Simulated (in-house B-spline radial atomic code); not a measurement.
Mg. Computed with a B-spline radial atomic code. Model: non-relativistic spherical atom: semilocal Troullier-Martins pseudo-atom, one channel per l, against all electrons, high spin, G0W0 and RPA with empty states to l = 8, local potential for every l without a channel, a model core (radius 0 = none) keeps its share of the functional.

What the tables leave out is listed at the end.

The pseudopotential gives back the lowest level of each angular momentum of its own functional in the configuration it was made in; a second state of the same l is only approximately right. Exact exchange, RPA and GW see the smooth pseudo-orbitals and miss the exchange with the core, for which the functional's share stands in. The column with an uncorrelated core keeps all orbitals and exact exchange, and so separates missing core correlation from pseudisation. Only the three outermost levels and the lowest empty one were computed. RPA here is direct RPA, with no exchange kernel, and its energies carry an (l + 1/2)⁻⁴ tail. A hybrid on a potential with a model core restores only its own semilocal share of the core's exchange.

Command:
```bash
python run_psgw.py task.json out
```
Settings (lengths in bohr, energies in hartree):
```
Z                      12
electrons              12
configuration          [Ne] 3s2
generated_in           [Ne] 3s2
functional             pbe,pbe
core_shells            3
radius_factor          0.8
core_correction        False
ion_configuration      [Ne] 3s1
```

Run time, properties included: 34 s on 1 thread of Arm Neoverse N1, with other jobs on the host.

Given: made with PBE; model core radius 0 bohr; local radius 2.152 bohr; mean-field start PBE.

Valence shells of the generating configuration: 3s.

Channel: s 2.044, p 2.762 (radii in bohr).

Computed: largest level miss in the spin-unpolarised generating configuration 0 eV; valence RPA correlation energy all-electron orbitals -0.070915 hartree; valence RPA correlation energy pseudo -0.072605 hartree; all-electron RPA polarisability, core included 53.999 bohr³; pseudo-atom RPA polarisability 53.935 bohr³; ionisation by mean-field all-electron 7.6121 eV; ionisation by RPA pseudo minus all -0.055 eV.

```
level  occupied  mean-field all-electron (eV)  mean-field pseudo minus all (eV)  G0W0 all-electron (eV)  G0W0 uncorrelated core minus all (eV)  G0W0 pseudo minus all (eV)  exchange self-energy all-electron (eV)  exchange self-energy pseudo (eV)
   3s         1                       -4.6989                                 0                 -7.5139                                  0.127                       0.054                                 -8.9708                           -7.7982
```

(1) What is the ionisation by mean-field pseudo minus all?

(2) What is the ionisation by RPA all-electron?

Given: mean-field start PBE0.

Computed: valence RPA correlation energy all-electron orbitals -0.060129 hartree; valence RPA correlation energy pseudo -0.061584 hartree; pseudo-atom RPA polarisability 46.234 bohr³; ionisation by mean-field pseudo minus all -0.125 eV; ionisation by RPA all-electron 7.8399 eV; ionisation by RPA pseudo minus all -0.058 eV.

```
level  occupied  mean-field all-electron (eV)  mean-field pseudo minus all (eV)  G0W0 all-electron (eV)  G0W0 uncorrelated core minus all (eV)  G0W0 pseudo minus all (eV)  exchange self-energy all-electron (eV)  exchange self-energy pseudo (eV)
   3s         1                       -5.4255                             0.009                 -7.6709                                  0.137                       0.061                                 -8.8703                           -7.7945
```

(3) What is the ionisation by mean-field all-electron?

(4) What is the all-electron RPA polarisability, core included?

Given: mean-field start Hartree-Fock.

Computed: valence RPA correlation energy all-electron orbitals -0.041428 hartree; valence RPA correlation energy pseudo -0.042595 hartree; pseudo-atom RPA polarisability 35.209 bohr³; ionisation by mean-field pseudo minus all 0.037 eV; ionisation by RPA all-electron 7.496 eV; ionisation by RPA pseudo minus all -0.05 eV.

| level | occupied | mean-field all-electron (eV) | mean-field pseudo minus all (eV) | G0W0 all-electron (eV) | G0W0 uncorrelated core minus all (eV) | G0W0 pseudo minus all (eV) | exchange self-energy all-electron (eV) | exchange self-energy pseudo (eV) |
| --- | --- | --- | --- | --- | --- | --- | --- | --- |
| 3s | 1 | -6.8859 | -0.045 | -7.6891 | 0.13 | 0.071 | -8.5008 | -7.6852 |

(5) What is the all-electron RPA polarisability, core included?

(6) What is the ionisation by mean-field all-electron?

Results:

(1) -0.21 eV.

(2) 8.0263 eV.

(3) 7.5415 eV.

(4) 46.37 bohr³.

(5) 36.286 bohr³.

(6) 6.6054 eV.

Among the listed levels the largest G0W0 shift of the pseudo-atom is +0.07 eV, for 3s on the Hartree-Fock start, while leaving the core uncorrelated moves that level by +0.13 eV. The rest, -0.06 eV, comes from pseudisation and the lost core exchange. Not in the tables (levels of low weight, unsolved or above zero; the highest and the empty levels are kept at any weight): on PBE the G0W0 levels 3p (pseudo minus all +0.00 eV, weights 0.86 and 0.86); on PBE0 the G0W0 levels 3p (pseudo minus all +0.01 eV, weights 0.91 and 0.91).
